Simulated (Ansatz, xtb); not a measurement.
Diatomic CaH, multiplicity 2 (the spin of the measured ground state). No spin–orbit coupling. Ca is treated without relativity.

Constants: fifth-degree fit in 1/R to seven points, most abundant isotopes. Runs in def2 and cc sets follow the lowest solution found near the PBE0 minimum.

Codes used: Ansatz (an electronic-structure program); xtb for the GFN methods. Each number belongs to the level named beside it. The GFN methods have no spin term and hold the electronic entropy of 300 K.

```csv
level,r_e (Å),ω_e (cm⁻¹),α_e (cm⁻¹),ω_e x_e (cm⁻¹),D_e (eV),dipole (D)
GFN1-xTB,2.059,815,0.021,-22,-,-
GFN2-xTB,2.027,702,0.13,1.2,-,-
SVWN5/def2-TZVPP,1.970,1302,0.10,21,2.16,2.54
PBE/def2-TZVPP,1.986,1286,0.10,20,1.94,2.40
r2SCAN/def2-TZVPP,1.987,1311,0.095,19,2.18,2.57
B97M-V/def2-TZVPP,2.019,1264,0.091,18,2.15,2.66
B3LYP/def2-TZVPP,1.993,1297,0.099,20,1.95,2.68
PBE0/def2-TZVPP,1.992,1307,0.096,19,1.91,2.38
BHLYP/def2-TZVPP,2.003,1316,0.092,19,1.87,2.64
CAM-B3LYP/def2-TZVPP,1.995,1314,0.093,19,1.97,2.64
wB97X-V/def2-TZVPP,2.001,1322,0.088,17,2.00,2.35
wB97M-V/def2-TZVPP,1.998,1305,0.094,19,1.80,2.70
B2PLYP/def2-TZVPP,2.005,1306,0.094,19,1.76,-
CCSD/def2-TZVPP,2.026,1304,0.094,20,1.67,-
CCSD/def2-QZVPP,2.008,1302,0.089,19,1.80,-
CCSD(T)/def2-TZVPP,2.025,1300,0.095,21,1.64,-
CCSD(T)/def2-QZVPP,2.006,1299,0.090,19,1.77,-
```

D_e counts from each atom's lowest state at the same level, without counterpoise or zero-point energy.

Correlated levels freeze the inner cores; with def2 sets outer-core shells near the valence are correlated too.

Measured for the ground state: r_e 2.0025 Å, ω_e 1298.3 cm-1, ω_e x_e 19.1 cm-1, B_e 4.2766 cm-1, α_e 0.097 cm-1 [Huber and Herzberg (1979), NIST Chemistry WebBook]. dipole 2.53 D [compilation of Liu, Meijer and Pérez-Ríos].
